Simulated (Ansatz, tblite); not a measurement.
Forces on (BeO)6 prism (Be₆O₆) at its PBE-D4/def2-SVP geometry. Total charge 0; singlet.

The xTB rows come from tblite.

GFN1-xTB (tblite), largest force 0.69 eV/Å:

```xyz
12
positions Å, forces eV/Å
Be    0.228    0.049    1.634   -0.241   -0.060   -0.059
O     0.237    1.528    1.093    0.439   -0.472   -0.242
Be    0.612    1.470   -0.436   -0.234   -0.035   -0.095
O     1.377    0.360   -1.250   -0.014   -0.009    0.689
Be    1.241   -0.990   -0.450   -0.220   -0.082   -0.098
O     0.945   -1.238    1.077    0.158    0.627   -0.237
Be   -0.612   -1.470    0.436    0.235    0.034    0.094
O    -1.377   -0.360    1.251    0.014    0.009   -0.689
Be   -1.241    0.989    0.450    0.220    0.083    0.098
O    -0.945    1.238   -1.077   -0.158   -0.627    0.238
Be   -0.228   -0.048   -1.634    0.241    0.059    0.059
O    -0.237   -1.528   -1.093   -0.439    0.472    0.243
```

GFN2-xTB (tblite), largest force 1.12 eV/Å:

```
Be -0.016 0.002 -0.738
O 0.154 -0.925 -0.607
Be -0.197 -0.670 0.239
O -0.595 -0.159 0.933
Be -0.492 0.488 0.244
O -0.311 0.892 -0.597
Be 0.198 0.669 -0.240
O 0.595 0.159 -0.934
Be 0.492 -0.487 -0.244
O 0.311 -0.892 0.598
Be 0.016 -0.002 0.739
O -0.154 0.925 0.607
```

PBE0-D4/def2-TZVP (Ansatz), largest force 1.24 eV/Å:

```
Be -0.520 -0.127 -1.115
O -0.180 -0.637 -0.470
Be -0.749 -0.976 0.121
O -0.639 -0.166 0.475
Be -1.125 0.492 0.129
O -0.465 0.479 -0.464
Be 0.750 0.976 -0.122
O 0.639 0.166 -0.475
Be 1.125 -0.491 -0.129
O 0.465 -0.479 0.464
Be 0.520 0.126 1.116
O 0.180 0.637 0.471
```
